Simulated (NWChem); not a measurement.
The numbers come from NWChem runs, not from measurements. System: C$_{2}$H$_{5}$O, charge 1, spin multiplicity 1, at the geometry of a parent with another charge or spin, in a state set for the comparison that need not be this species' ground state. Level: MP2/def2-TZVP, 3 core orbitals frozen.

Part of the output:

```
             Northwest Computational Chemistry Package (NWChem) 7.3.0
             --------------------------------------------------------

                                NWChem Input Module
                                -------------------

 Scaling coordinates for geometry "geometry" by  1.889725989
 (inverse scale =  0.529177249)

                             Geometry "geometry" -> ""
                             -------------------------

 Output coordinates in angstroms (scale by  1.889725989 to convert to a.u.)

  No.       Tag          Charge          X              Y              Z
 ---- ---------------- ---------- -------------- -------------- --------------
    1 C                    6.0000     1.24104300     0.23956500     0.04962200
    2 C                    6.0000    -0.04189200    -0.50292700     0.16879000
    3 O                    8.0000    -1.16471600     0.23777500    -0.26881200
    4 H                    1.0000     1.38389100     0.92224300    -0.79354700
    5 H                    1.0000     2.10544500    -0.02166600     0.66613400
    6 H                    1.0000    -0.02405500    -1.41271700    -0.46820000
    7 H                    1.0000    -0.16852300    -0.87742100     1.20827500
    8 H                    1.0000    -1.17393400     1.06754200     0.22735400

 Effective nuclear repulsion energy (a.u.)      74.8319882145

            Nuclear Dipole moment (a.u.)
            ----------------------------
        X                 Y               Z
 ---------------- ---------------- ----------------
     0.0000037795     0.0000170075    -0.0000151178


 Summary of "ao basis" -> "" (spherical)
 ------------------------------------------------------------------------------
       Tag                 Description            Shells   Functions and Types
 ---------------- ------------------------------  ------  ---------------------
 *                         def2-tzvp                  on all atoms

 Summary of "ao basis" -> "ao basis" (spherical)
 ------------------------------------------------------------------------------
       Tag                 Description            Shells   Functions and Types
 ---------------- ------------------------------  ------  ---------------------
 C                         def2-tzvp                11       31   5s3p2d1f
 O                         def2-tzvp                11       31   5s3p2d1f
 H                         def2-tzvp                 4        6   3s1p

                                 NWChem SCF Module
                                 -----------------

  ao basis        = "ao basis"
  functions       =   123
  atoms           =     8
  closed shells   =    12
  open shells     =     0
  charge          =   1.00
  wavefunction    = RHF
  use symmetry    = F
  symmetry adapt  = F

 Summary of "ao basis" -> "ao basis" (spherical)
 ------------------------------------------------------------------------------
       Tag                 Description            Shells   Functions and Types
 ---------------- ------------------------------  ------  ---------------------
 C                         def2-tzvp                11       31   5s3p2d1f
 O                         def2-tzvp                11       31   5s3p2d1f
 H                         def2-tzvp                 4        6   3s1p

 Forming initial guess at       0.1s

      Superposition of Atomic Density Guess
      -------------------------------------

 Sum of atomic energies:        -152.62600966

 Renormalizing density from      25.00 to     24

      Non-variational initial energy
      ------------------------------

 Total energy =    -149.701112
 1-e energy   =    -340.098963
 2-e energy   =     115.565863
 HOMO         =      -0.750810
 LUMO         =      -0.482459

 Starting SCF solution at       4.3s

 ----------------------------------------------
         Quadratically convergent ROHF

 Convergence threshold     :          1.000E-07
 Maximum no. of iterations :          100
 Final Fock-matrix accuracy:          1.000E-09
 ----------------------------------------------

              iter       energy          gnorm     gmax       time
             ----- ------------------- --------- --------- --------
[...]
  ----- ------------  ---------------      ----- ------------  ---------------
    68      0.264656  3 O  px                71      0.238872  3 O  px
    69      0.164078  3 O  py                70      0.156057  3 O  pz
    39     -0.152818  2 C  pz                66     -0.152485  3 O  s

 Vector   12  Occ=2.000000D+00  E=-6.886713D-01
              MO Center= -7.9D-01,  4.8D-02, -5.1D-02, r^2= 1.5D+00
   Bfn.  Coefficient  Atom+Function         Bfn.  Coefficient  Atom+Function
  ----- ------------  ---------------      ----- ------------  ---------------
    70      0.333634  3 O  pz                73      0.301653  3 O  pz
    76      0.203985  3 O  pz                68     -0.189362  3 O  px
    71     -0.174149  3 O  px               113     -0.168725  7 H  s
    69     -0.161253  3 O  py

 Vector   13  Occ=0.000000D+00  E=-2.524219D-01
              MO Center=  1.1D+00,  2.2D-01,  8.9D-02, r^2= 2.0D+00
   Bfn.  Coefficient  Atom+Function         Bfn.  Coefficient  Atom+Function
  ----- ------------  ---------------      ----- ------------  ---------------
    13      0.343309  1 C  py                14      0.299109  1 C  pz
    10      0.265630  1 C  py                 7      0.247424  1 C  py
    11      0.229191  1 C  pz                 8      0.214992  1 C  pz
     5      0.161529  1 C  s

 Vector   14  Occ=0.000000D+00  E=-5.318374D-02
              MO Center=  9.8D-01,  7.8D-02,  4.3D-01, r^2= 6.4D+00
   Bfn.  Coefficient  Atom+Function         Bfn.  Coefficient  Atom+Function
  ----- ------------  ---------------      ----- ------------  ---------------
    36      2.857316  2 C  s                102     -1.376375  5 H  s
   114     -1.296865  7 H  s                108     -1.118836  6 H  s
    96     -1.077492  4 H  s                 12      0.691604  1 C  px
   120     -0.692240  8 H  s                  4      0.566653  1 C  s
     5      0.420412  1 C  s                 13      0.405881  1 C  py

 Vector   15  Occ=0.000000D+00  E=-2.262723D-02
              MO Center=  7.1D-01,  4.4D-01,  1.2D-01, r^2= 6.9D+00
   Bfn.  Coefficient  Atom+Function         Bfn.  Coefficient  Atom+Function
  ----- ------------  ---------------      ----- ------------  ---------------
    36     -3.879360  2 C  s                  5      3.859193  1 C  s
    96     -1.618180  4 H  s                114      1.334712  7 H  s
   102     -1.065776  5 H  s                108      1.053569  6 H  s
    43     -0.938079  2 C  px               120      0.725565  8 H  s
    12     -0.581615  1 C  px                13     -0.504193  1 C  py

 center of mass
 --------------
 x =  -0.08813233 y =   0.01335685 z =  -0.03491633

 moments of inertia (a.u.)
 ------------------
          49.129091148627           1.548783029327         -19.523131071723
           1.548783029327         186.614445969536          10.005536073231
         -19.523131071723          10.005536073231         204.760488440250

  Mulliken analysis of the total density
  --------------------------------------

    Atom       Charge   Shell Charges
 -----------   ------   -------------------------------------------------------
    1 C    6     5.86   0.86  1.12  0.57  0.74  0.07  1.08  1.14  0.21  0.02  0.06  0.00
    2 C    6     6.02   0.85  1.12  0.48  0.65  0.05  1.21  1.30  0.19  0.03  0.12  0.01
    3 O    8     8.44   0.79  1.18  0.57  0.96  0.31  1.84  2.04  0.72  0.00  0.03  0.00
    4 H    1     0.73   0.25  0.42  0.03  0.02
    5 H    1     0.74   0.25  0.43  0.03  0.02
    6 H    1     0.76   0.24  0.45  0.05  0.02
    7 H    1     0.80   0.25  0.46  0.06  0.02
    8 H    1     0.65   0.24  0.34  0.02  0.05

       Multipole analysis of the density wrt the origin
       ------------------------------------------------

     L   x y z        total         open         nuclear
     -   - - -        -----         ----         -------
     0   0 0 0      1.000000      0.000000     25.000000

     1   1 0 0      2.126113      0.000000      0.000004
     1   0 1 0      0.326694      0.000000      0.000017
     1   0 0 1      0.571134      0.000000     -0.000015

     2   2 0 0     -7.584740      0.000000     99.487407
     2   1 1 0      0.140503      0.000000     -0.521220
     2   1 0 1     -0.852761      0.000000      9.559230
     2   0 2 0     -8.814036      0.000000     25.249359
     2   0 1 1      0.414809      0.000000     -6.612325
     2   0 0 2    -11.451000      0.000000     12.741823

                   NWChem MP2 Semi-direct Energy/Gradient Module
                   ---------------------------------------------

  Basis functions       =    123
  Molecular orbitals    =    123
  Frozen core           =      3
  Frozen virtuals       =      0
  Active alpha occupied =      9
  Active beta occupied  =      9
  Active alpha virtual  =    111
  Active beta virtual   =    111
  Use MO symmetry       = F
  Use skeleton AO sym   = F

  AO/Fock/Back tols     =   1.0D-09  1.0D-09  1.0D-09

 GA uses MA = F    GA memory limited = T

 Available:
  local mem=  1.26D+08
 global mem=  1.44D+08
 local disk=  0.00D+00
  mp2_memr nvloc                   111
  nvloc new                   111
   1 passes of   9:        5242880                      80793                  25738197.
   1 passes of   9: M    126151805           G      144148942           F     120908925.

 Semi-direct pass number   1 of   1  for RHF alpha+beta  at       13.7s
  vrange nnbf                  7570
  mp2_eaftype                    98  avail_ma_in_mb                  1099
 EAF : mp2_eaftype filesize          98   12869099.
  mp2_eaf for mointskh                     98
Node 0 wrote     60.5 Mb in      0.1 s     Agg I/O rate:   878.1 Mb/s
 Done moints_semi at       21.3s
  mp2_eaftype                    98  avail_ma_in_mb                  1001
 EAF : mp2_eaftype filesize          98   12869099.
  mp2_eaf for kh                    98
 Done maket at       21.9s
 Done multipass loop at       21.9s

          -------------------------------------------
          SCF energy                -153.204171920286
          Correlation energy          -0.527252039117
          Singlet pairs               -0.347248675918
          Triplet pairs               -0.180003363199
          Total MP2 energy          -153.731423959403
          -------------------------------------------

          ---------------------------------------------------
                    Spin Component Scaled (SCS) MP2
          Same spin pairs                     -0.120002242132
          Same spin scaling factor             0.333333333333
          Opposite spin pairs                 -0.407249796985
          Opposite spin scaling fact.          1.200000000000
          SCS-MP2 correlation energy          -0.528700503759
          Total SCS-MP2 energy              -153.732872424045
          ---------------------------------------------------

 -----------------------
 Performance information
 -----------------------

 Timer overhead =  1.50D-07 seconds/call

               Nr. of calls         CPU time (s)                 Wall time (s)                GFlops
             ---------------    -------------------     ------------------------------   -------------------
Name         Min   Avg   Max    Min     Avg     Max     Min     Avg     Max   Mx/calls   Min     Max     Sum
mp2: moin     1     1     1    7.6     7.6     7.6      7.6     7.6     7.6     7.6      0.0     0.0     0.0
mp2: make     1     1     1   0.58    0.58    0.58     0.58    0.58    0.58    0.58      0.0     0.0     0.0
mp2: tota     1     1     1    8.2     8.2     8.2      8.2     8.2     8.2     8.2      0.0     0.0     0.0

 The average no. of pstat calls per process was 3.00D+00
 with a timing overhead of 4.51D-07s

 Task  times  cpu:       21.9s     wall:       21.9s

 Total times  cpu:       21.9s     wall:       21.9s
```

### Question
Write an NWChem input that would produce this output.

### Answer
Several could match; the one computed here: 
```
start mol
memory heap 200 mb stack 900 mb global 1100 mb
charge 1
geometry units angstroms nocenter noautoz noautosym
  C      1.241043     0.239565     0.049622
  C     -0.041892    -0.502927     0.168790
  O     -1.164716     0.237775    -0.268812
  H      1.383891     0.922243    -0.793547
  H      2.105445    -0.021666     0.666134
  H     -0.024055    -1.412717    -0.468200
  H     -0.168523    -0.877421     1.208275
  H     -1.173934     1.067542     0.227354
end
basis spherical
  * library def2-tzvp
end
scf
  rhf
  nopen 0
  maxiter 100
  thresh 1e-7
  semidirect memsize 60000000 filesize 0
end
mp2
  freeze core 3
end
task mp2 energy
```
